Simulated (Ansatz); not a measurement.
Ansatz (an electronic-structure program) input:

Ansatz 0.2 input:
```yaml
crystal:
  periodic: [false, false, false]
  atoms:
    - {symbol: C, position_ang: [2.64704876, -0.01554759, -0.53069350]}
    - {symbol: C, position_ang: [1.16025362, 0.30827824, -0.63417804]}
    - {symbol: C, position_ang: [0.32456717, -0.39793917, 0.43977248]}
    - {symbol: C, position_ang: [-1.15037856, -0.07417396, 0.33383193]}
    - {symbol: C, position_ang: [-1.65212937, 1.01986174, 1.01642769]}
    - {symbol: C, position_ang: [-1.95672186, -0.85684296, -0.47379476]}
    - {symbol: H, position_ang: [3.04925245, 0.28721528, 0.43920325]}
    - {symbol: H, position_ang: [3.22087314, 0.49817106, -1.30405283]}
    - {symbol: H, position_ang: [2.82488773, -1.08810147, -0.64085266]}
    - {symbol: H, position_ang: [0.78368951, 0.02308611, -1.62062672]}
    - {symbol: H, position_ang: [1.00640377, 1.38785025, -0.54987737]}
    - {symbol: H, position_ang: [0.46983665, -1.47813986, 0.35364171]}
    - {symbol: H, position_ang: [0.69323787, -0.10923018, 1.42770353]}
    - {symbol: H, position_ang: [-2.69357038, 1.30153886, 0.93367978]}
    - {symbol: H, position_ang: [-1.02051181, 1.62404199, 1.65359051]}
    - {symbol: H, position_ang: [-1.56261882, -1.71644920, -0.99889036]}
    - {symbol: H, position_ang: [-3.00731875, -0.63180054, -0.60171349]}
basis:
  gaussian:
    orbitals: def2-TZVP
hamiltonian:
  xc: b3lyp
  dispersion: d3bj
magnetization: {spin_polarized: true, initial_magnetization: 1}
phonons: {temperatures: {t_min: 298.15, t_max: 298.15, t_step: 100}}
```

**Question.** What final total energy does it print?

**Answer.** -235.31958 Eh (B3LYP-D3(BJ)/def2-TZVP). The basis has 252 functions.

It need not be the lowest isomer of its formula.
